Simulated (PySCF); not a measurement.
PySCF input file for CH3Si, SMILES C=[SiH], multiplicity 2, SMD-M06-2X/6-31G*. The structure is a stationary point at PBE0-D3(BJ)/def2-TZVP. The isomer is the one that the SMILES or the coordinates give; other isomers of the formula were not compared.

```python
import numpy as np
from pyscf import gto, scf, dft
from pyscf.solvent import smd

mol = gto.M(
    atom='''
    C    -0.05708541   -1.09561447   -0.00000000
    Si    0.12008265    0.59955434    0.00000000
    H     0.77756861   -1.78541312    0.00000000
    H    -1.04775317   -1.54340420    0.00000000
    H    -1.06846007    1.50874343   -0.00000000
    ''',
    basis='6-31G*',
    charge=0,
    spin=1,
    max_memory=1600,
    verbose=3,
)
mf = dft.UKS(mol, xc='m06-2x').density_fit(auxbasis='def2-universal-jkfit')
mf.grids.level = 4
mf.conv_tol = 1e-9
mf.max_cycle = 100
mf.kernel()
fine, coarse = mf.grids, dft.Grids(mol).set(level=1).build(with_non0tab=True)
for _ in range(3):  # follow internal instabilities
    mf.grids = coarse
    mo, _, stable, _ = mf.stability(return_status=True, nroots=4)
    mf.grids = fine
    if stable:
        break
    mf.kernel(mf.make_rdm1(mo, mf.mo_occ))
res = {}
for name in ['water', 'diethylether', 'n-hexane']:
    s = mf.SMD()
    s.with_solvent.solvent, s.with_solvent.sasa_ng = name, 302
    s.kernel(mf.make_rdm1())
    res[name] = (s.e_tot, s.with_solvent.get_cds(), s.dip_moment(), s.mo_energy, s.converged)
    print(f'SMD {name}: dG(solv) = {(s.e_tot - mf.e_tot) * 627.509474:.3f} kcal/mol, of which CDS {res[name][1] * 627.509474:.3f}')
```

It prints:

```

WARN: HOMO -0.185906337259481 >= LUMO -0.185906337259481

converged SCF energy = -329.217868790705  <S^2> = 0.76803999  2S+1 = 2.0179594
<class 'pyscf.df.df_jk.DFUKS'> wavefunction is stable in the internal stability analysis
converged SCF energy = -329.216643406198  <S^2> = 0.76626309  2S+1 = 2.0161975
Dipole moment(X, Y, Z, Debye):  0.03222,  0.68015,  0.00000
SMD water: dG(solv) = 0.769 kcal/mol, of which CDS 2.557
converged SCF energy = -329.219690990664  <S^2> = 0.76688956  2S+1 = 2.0168188
Dipole moment(X, Y, Z, Debye):  0.04516,  0.59000,  0.00000
SMD diethylether: dG(solv) = -1.143 kcal/mol, of which CDS 0.030
converged SCF energy = -329.219002505439  <S^2> = 0.7674609  2S+1 = 2.0173853
Dipole moment(X, Y, Z, Debye):  0.05677,  0.52201,  0.00000
SMD n-hexane: dG(solv) = -0.711 kcal/mol, of which CDS -0.111
```

Self-consistency was reached.

Cost: around 40 core-seconds (rough).
